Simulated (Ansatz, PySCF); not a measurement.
Lewis adduct: GaH3 (SMILES [GaH3]) (first 4 atoms) with PH3 (SMILES P); geometry from B3LYP-D3(BJ)/def2-TZVP, rigid monomers moved along the line of their centres of mass till Ga1···P5 is 2.31 Å.
(charge 0, multiplicity 1):
```xyz
8

Ga    -0.461     0.489     0.710
H     -1.539     1.497     1.266
H     -0.951    -0.799    -0.056
H      1.004     1.012     0.455
P     -0.016    -0.554     2.726
H      0.936    -1.591     2.770
H      0.473     0.212     3.802
H     -1.059    -1.212     3.408
```

Interaction energies are E(AB) − E(A) − E(B) at the monomers' geometry in the complex; basis-set methods are counterpoise corrected.

Correlated levels freeze the cores. Filled d and f shells under p-block atoms count as core. CBS: X⁻³ extrapolation of the correlation energy, Hartree–Fock from the larger set. Rows in 6-31G* carry no dispersion term and start afresh at each structure (6-31G* with six Cartesian d functions); the Pople sets are all-electron and without relativity.

The values were computed with Ansatz (Gaussian orbitals); PySCF for 6-31G* rows, the dispersion terms. Values without a source in brackets are computed.

```json
[
 {"level": "HF/6-31G*", "interaction energy (kcal/mol)": "-2.91"},
 {"level": "PBE/def2-TZVPPD", "interaction energy (kcal/mol)": "-14.16"},
 {"level": "PBE-D4/def2-TZVPPD", "interaction energy (kcal/mol)": "-16.19"},
 {"level": "r2SCAN/def2-TZVPPD", "interaction energy (kcal/mol)": "-16.57"},
 {"level": "PBE0/def2-TZVPPD", "interaction energy (kcal/mol)": "-14.28"},
 {"level": "PBE0-D3(BJ)/def2-TZVPPD", "interaction energy (kcal/mol)": "-15.87"},
 {"level": "MP2/def2-SVPD", "interaction energy (kcal/mol)": "-6.70"},
 {"level": "CCSD/def2-SVPD", "interaction energy (kcal/mol)": "-4.87"},
 {"level": "CCSD(T)/CBS(def2-SVPD, def2-TZVPPD)", "interaction energy (kcal/mol)": "(withheld)"}
]
```

Problem. Fill in the missing entries.

Solution. 
- CCSD(T)/CBS(def2-SVPD, def2-TZVPPD), interaction energy (kcal/mol): -9.45

Ansatz is an electronic-structure program.
